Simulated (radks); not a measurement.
Values are calculated unless marked as measured or tabulated.
Task: All-electron atom: Nb II in [Kr] 4d4. Level of theory: scalar-relativistic Kohn-Sham, LDA (Slater exchange, VWN5 correlation), spin-unpolarised, spherical densities, finite nucleus; Fermi nuclear charge, rms radius 4.324 fm; hard spherical wall at 2.5 bohr (a radial shooting solver on a logarithmic mesh with Libxc functionals). Some entries of the table are withheld. Estimate them.

orbital  occ.  eigenvalue (hartree)  r(max) (bohr)
1s          2             -689.3778        0.02352
2s          2             -95.74807            (1)
2p          6             -85.47383         0.1065
3s          2             -15.35509         0.3965
3p          6                   (2)         0.3901
3d         10              -6.48578            (3)
4s          2              -1.64696          1.047
4p          6              -0.75856          1.140
4d          4               0.61811          1.353
5s          0               2.03368          1.852
4f          0                   (4)          1.547
5p          0               2.71223          1.893

Result: 
(1) 2s r(max) (bohr): 0.1334
(2) 3p eigenvalue (hartree): -11.99852
(3) 3d r(max) (bohr): 0.3347
(4) 4f eigenvalue (hartree): 2.03408
